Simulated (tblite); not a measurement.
Question: Write Cartesian coordinates for `C#CC#C/C(C)=C(/C)F` as optimised with GFN2-xTB.

Answer: 
```
atom  x, y, z in Å
C1     4.2777   -0.2361   -2.2192
C2     3.2029   -0.1215   -1.6851
C3     1.9934    0.0083   -1.0895
C4     0.9097    0.1235   -0.5586
C5    -0.3556    0.2737    0.0328
C6    -1.4724    0.7790   -0.8397
C7    -0.5655   -0.0115    1.3253
C8    -1.8563    0.1127    2.0577
F9     0.4588   -0.4680    2.0876
H10    5.2135   -0.3378   -2.6802
H11   -2.3317    0.1120   -0.7904
H12   -1.7920    1.7683   -0.5126
H13   -1.1401    0.8474   -1.8721
H14   -2.2934    1.0981    1.9031
H15   -1.6848   -0.0387    3.1203
H16   -2.5720   -0.6331    1.7092
```

Orientation and origin are arbitrary. Atoms count from 1 in this order. The 9 heavy atoms lie in one plane (0.005 Å rms). Of the pairs four or more bonds apart, C6···H14 is among the closest relative to their van der Waals radii: 2.88 Å, 99 % of the sum of Bondi's values. The 7 C–C bonds span 1.206 Å (C1≡C2, drawn triple) to 1.505 Å (C5–C6, drawn single), a spread of 0.299 Å.

Bonds between heavy atoms (Å): C1≡C2 1.206, C2–C3 1.354, C3≡C4 1.212, C4–C5 1.405, C5–C6 1.505, C5=C7 1.340, C7–C8 1.489, C7–F9 1.356.

Computed geometry: GFN2-xTB, gas phase.

Point group: near Cs, missed by 0.30 Å at most; the miss may be what the optimiser left on a soft mode. Its GFN2-xTB frequencies are all real (lowest 49 cm⁻¹). 2 starts were optimised and ended at 0.00 and 0.28 kcal/mol (GFN2-xTB); the lowest of these is shown.
